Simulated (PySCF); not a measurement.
An equivalent PySCF input for O⁺ (oxygen, charge +1), [He] 2s2 2p3, high-spin 4S determinant, with scalar relativity by spin-free X2C-1e:

```python
from pyscf import gto, scf, dft, mp, cc
import basis_set_exchange as bse
mol = gto.M(atom="O 0 0 0", charge=1, spin=3, symmetry="D2h",
            basis=gto.basis.parse(bse.get_basis("cc-pVDZ-DK", elements=["O"], fmt="nwchem", header=False)),
            nucmod="G")
mf = dft.UKS(mol, xc="PBE").sfx2c1e()
mf.irrep_nelec = {'Ag': (2, 2), 'B1u': (1, 0), 'B2u': (1, 0), 'B3u': (1, 0)}
mf.kernel()
```

It reaches the same state as the run whose output follows, with an energy that differs only through the grid. The run itself started from symmetry-adapted Hartree-Fock orbitals and held the occupation by maximum overlap, on a logarithmic radial grid, so the iterations belong to that start.

```
SCF conv_tol = 1e-09
number electrons alpha = 5  beta = 2
XC functionals = PBE
    J. P. Perdew, K. Burke, and M. Ernzerhof.,  Phys. Rev. Lett. 77, 3865 (1996)
    J. P. Perdew, K. Burke, and M. Ernzerhof.,  Phys. Rev. Lett. 78, 1396 (1997)
    J. P. Perdew, K. Burke, and M. Ernzerhof.,  Phys. Rev. Lett. 77, 3865 (1996)
    J. P. Perdew, K. Burke, and M. Ernzerhof.,  Phys. Rev. Lett. 78, 1396 (1997)
cycle= 1 E= -74.5281706170022  delta_E= -0.00148  |g|= 0.00937  |ddm|= 0.188
cycle= 2 E= -74.5281962859911  delta_E= -2.57e-05  |g|= 0.00464  |ddm|= 0.0363
cycle= 3 E= -74.5282056090671  delta_E= -9.32e-06  |g|= 0.000227  |ddm|= 0.0118
cycle= 4 E= -74.5282056303954  delta_E= -2.13e-08  |g|= 1.42e-06  |ddm|= 0.000681
cycle= 5 E= -74.5282056303965  delta_E= -1.09e-12  |g|= 9.79e-10  |ddm|= 3.84e-06
converged SCF energy = -74.5282056303965  <S^2> = 3.7513447  2S+1 = 4.0006723
```
